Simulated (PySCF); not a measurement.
**Cd(2+): excitation energy**

Cd(2+) [Kr] 4d10 (1S) → Cd(2+) [Kr] 4d9 5p1 (high-spin determinant), as a difference of total energies. All numbers are calculated (PySCF 2.14, the spin-free X2C one-electron Hamiltonian (Gaussian nucleus), in x2c-QZVPPall (13s8p7d4f2g, 118 functions)). Correlated levels: valence: [Kr] frozen; valence and next inner shell: [Ar] 3d10 frozen. The calculations carry no spin-orbit coupling.

```
                                method  excitation energy (eV)
                                   UHF                  16.274
                                   LDA                  16.824
                                   PBE                  16.586
                                  PBE0                  16.755
                                r2SCAN                  16.707
                                 M06-L                  17.304
                                   M06                  17.208
                                M06-2X                  17.042
                         MP2 (valence)                  17.488
                     SCS-MP2 (valence)                  17.456
    MP2 (valence and next inner shell)                  17.325
SCS-MP2 (valence and next inner shell)                  17.250
```

Question: How much does correlation contribute at MP2 (valence and next inner shell)?

Answer: 17.325 − (16.274) = 1.051 eV, measured against UHF.

A first-order spin-orbit estimate (lowest level to lowest level, LS coupling) adds -0.154 eV.

The basis was made for the ground configuration and has no added diffuse functions, so the excitation energy can come out too high.

The determinant of the upper state mixes LS terms, which raises its energy above the lowest term, most at the Hartree-Fock and MP2 levels.
